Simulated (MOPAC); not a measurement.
MOPAC input (PM7):

```
PM7 FORCE THERMO(298,298) PRECISE LET GEO-OK AUX(PRECISION=9) THREADS=1
H2BCl2N

N    -1.71004879 1   -0.30268254 1    0.09288228 1
B    -0.35194810 1   -0.06229857 1    0.01911702 1
Cl    0.27005651 1    1.52402138 1   -0.37027989 1
Cl    0.81267167 1   -1.33237436 1    0.31147067 1
H    -2.11239931 1   -1.19411105 1    0.31231966 1
H    -2.41388678 1    0.39295233 1   -0.06647290 1
```

Output:

```
 *******************************************************************************
 **                                                                           **
 **                              MOPAC v23.2.5                                **
 **                                                                           **
 *******************************************************************************
 ** MOPAC's Digital Object Identifier: https://doi.org/10.5281/zenodo.6511958 **
 **                                                                           **
 ** Please cite the open-source release paper for use of this MOPAC version:  **
 ** J. E. Moussa and J. J. P. Stewart (2026)                                  **
 ** MOPAC: An open-source semiempirical molecular orbital program             **
 ** J. Open Source Softw., 11(119), 8025, https://doi.org/10.21105/joss.08025 **
 *******************************************************************************

                              PM7 CALCULATION RESULTS

 *******************************************************************************
 *  PM7        - The PM7 Hamiltonian to be used
 *  GEO-OK     - OVERRIDE INTERATOMIC DISTANCE AND OTHER SAFETY CHECKS
 *  LET        - OVERRIDE SOME SAFETY CHECKS
 *  PRECISE    - TIGHTER CRITERIA TO BE USED
 *  FORCE      - FORCE CALCULATION SPECIFIED
 *  AUX        - OUTPUT AUXILIARY INFORMATION
 *  THERMO     - THERMODYNAMIC QUANTITIES TO BE CALCULATED
 *******************************************************************************
PM7 FORCE THERMO(298,298) PRECISE LET GEO-OK AUX(PRECISION=9) THREADS=1
 H2BCl2N

   ATOM   CHEMICAL          X               Y               Z
  NUMBER   SYMBOL      (ANGSTROMS)     (ANGSTROMS)     (ANGSTROMS)

     1       N         -1.71004879  *  -0.30268254  *   0.09288228  *
     2       B         -0.35194810  *  -0.06229857  *   0.01911702  *
     3      Cl          0.27005651  *   1.52402138  *  -0.37027989  *
     4      Cl          0.81267167  *  -1.33237436  *   0.31147067  *
     5       H         -2.11239931  *  -1.19411105  *   0.31231966  *
     6       H         -2.41388678  *   0.39295233  *  -0.06647290  *

          CARTESIAN COORDINATES

    NO.       ATOM           X           Y           Z

     1         N         -1.7100     -0.3027      0.0929
     2         B         -0.3519     -0.0623      0.0191
     3        Cl          0.2701      1.5240     -0.3703
     4        Cl          0.8127     -1.3324      0.3115
     5         H         -2.1124     -1.1941      0.3123
     6         H         -2.4139      0.3930     -0.0665

 General Reference for PM7:
 "Optimization of Parameters for Semiempirical Methods VI: More Modifications to the
 NDDO Approximations and Re-optimization of Parameters", J. J. P. Stewart, J. Mol. Mod., 1:32, 19 (2013)
 https://link.springer.com/article/10.1007/s00894-012-1667-x

           Empirical Formula: H2 N B Cl2  =     6 atoms

      MOLECULAR POINT GROUP   :   C2v

      RHF CALCULATION, NO. OF DOUBLY OCCUPIED LEVELS = 12

          HEAT OF FORMATION =     -96.258532 KCALS/MOLE
[...]
 TRAVEL (Ang.)       0.2910         N 1 -- B 2          +8.5% ( 28.5%)      0.0%
 REDUCED MASS        0.9811         B 2 -- Cl3          +0.9% (  9.2%)      0.0%
 EFFECTIVE MASS      2.9458
 FORCE CONSTANT      0.3807

 VIBRATION          8    3B2         ATOM PAIR     ENERGY CONTRIBUTION    RADIAL
 FREQUENCY          1087.79         N 1 -- H 5         +25.2% ( 67.1%)     12.4%
 TRANSITION DIPOLE   1.7643         N 1 -- H 6         +25.2% ( 67.1%)     12.4%
 TRAVEL (Ang.)       0.1810         N 1 -- B 2         +20.8% ( 60.9%)      0.0%
 REDUCED MASS        1.8923         B 2 -- Cl3         +14.3% ( 50.6%)     78.5%
 EFFECTIVE MASS      6.3724         B 2 -- Cl4         +14.3% ( 50.6%)     78.5%
 FORCE CONSTANT      1.3192

 VIBRATION          9    3A1         ATOM PAIR     ENERGY CONTRIBUTION    RADIAL
 FREQUENCY          1283.03         N 1 -- B 2         +44.4% ( 99.9%)    100.0%
 TRANSITION DIPOLE   4.7187         B 2 -- Cl4         +20.0% ( 67.1%)     31.3%
 TRAVEL (Ang.)       0.0938         B 2 -- Cl3         +20.0% ( 67.1%)     31.3%
 REDUCED MASS        5.9758         N 1 -- H 5          +7.8% ( 42.0%)     33.2%
 EFFECTIVE MASS     11.9139
 FORCE CONSTANT      5.7958

 VIBRATION         10    4A1         ATOM PAIR     ENERGY CONTRIBUTION    RADIAL
 FREQUENCY          1649.50         N 1 -- H 5         +48.1% ( 60.0%)      2.2%
 TRANSITION DIPOLE   0.6432         N 1 -- H 6         +48.1% ( 60.0%)      2.2%
 TRAVEL (Ang.)       0.2826         N 1 -- B 2          +3.8% ( 16.8%)    100.0%
 REDUCED MASS        0.5118
 EFFECTIVE MASS      1.6486
 FORCE CONSTANT      0.8204

 VIBRATION         11    4B2         ATOM PAIR     ENERGY CONTRIBUTION    RADIAL
 FREQUENCY          2757.57         N 1 -- H 5         +49.6% ( 72.2%)     98.3%
 TRANSITION DIPOLE   1.0297         N 1 -- H 6         +49.6% ( 72.2%)     98.3%
 TRAVEL (Ang.)       0.2184         N 1 -- B 2          +0.8% (  9.1%)      0.0%
 REDUCED MASS        0.5128
 EFFECTIVE MASS      1.4979
 FORCE CONSTANT      2.2977

 VIBRATION         12    5A1         ATOM PAIR     ENERGY CONTRIBUTION    RADIAL
 FREQUENCY          2805.24         N 1 -- H 5         +49.8% ( 69.4%)     97.3%
 TRANSITION DIPOLE   1.1548         N 1 -- H 6         +49.8% ( 69.4%)     97.3%
 TRAVEL (Ang.)       0.2224         N 1 -- B 2          +0.4% (  6.2%)    100.0%
 REDUCED MASS        0.4858
 EFFECTIVE MASS      1.2200
 FORCE CONSTANT      2.2524

      SYMMETRY NUMBER FOR POINT-GROUP C2v =  2

          SYSTEM IS A GROUND STATE

 H2BCl2N

          MOLECULE IS NOT LINEAR

          THERE ARE 12 GENUINE VIBRATIONS IN THIS SYSTEM
          THIS THERMODYNAMICS CALCULATION IS LIMITED TO
          MOLECULES WHICH HAVE NO INTERNAL ROTATIONS

                    CALCULATED THERMODYNAMIC PROPERTIES
                                          *
   TEMP. (K)   PARTITION FUNCTION   H.O.F.    ENTHALPY  HEAT CAPACITY ENTROPY
                                   KCAL/MOL   CAL/MOLE    CAL/K/MOL  CAL/K/MOL

 298.00  VIB.     0.2725D+01                  1129.3143     8.9612     5.7815
         ROT.     0.6421D+05                   888.2803     2.9808    24.9791
         INT.     0.1750D+06                  2017.5946    11.9421    30.7607
         TRA.     0.9342D+27                  1480.4672     4.9680    39.6476
         TOT.                      -96.259    3498.0618    16.9101    70.4082

   *: NOTE: HEATS OF FORMATION ARE RELATIVE TO THE
            ELEMENTS IN THEIR STANDARD STATE AT 298K
              (=  Standard Enthalpy of Formation).

            Hvib:  Zero-point energy is not included.
                   frequencies of less than zero cm-1 are not included.
            Hrot = (3/2)RT
            Htra = (3/2)RT + pV = (5/2)RT

            Heat capacity is Cp, not Cv

          For more information, see: HTTP://OpenMOPAC.net/Manual/thermochemistry.html

           FORCE CONSTANT IN CARTESIAN COORDINATES (Millidynes/A)

    ATOM   CHEMICAL       X               Y               Z
   NUMBER   SYMBOL  FORCE CONSTANT  FORCE CONSTANT  FORCE CONSTANT

      1       N        9.035367        6.800750        1.252777
      2       B        7.172662        4.664511        1.064278
      3      Cl        1.306733        2.709267        0.119589
      4      Cl        1.306731        2.709268        0.119589
      5       H        2.104688        3.226193        0.232469
      6       H        2.104686        3.226194        0.232469

 **********************
 *                    *
 * JOB ENDED NORMALLY *
 *                    *
 **********************

 == MOPAC DONE ==
```
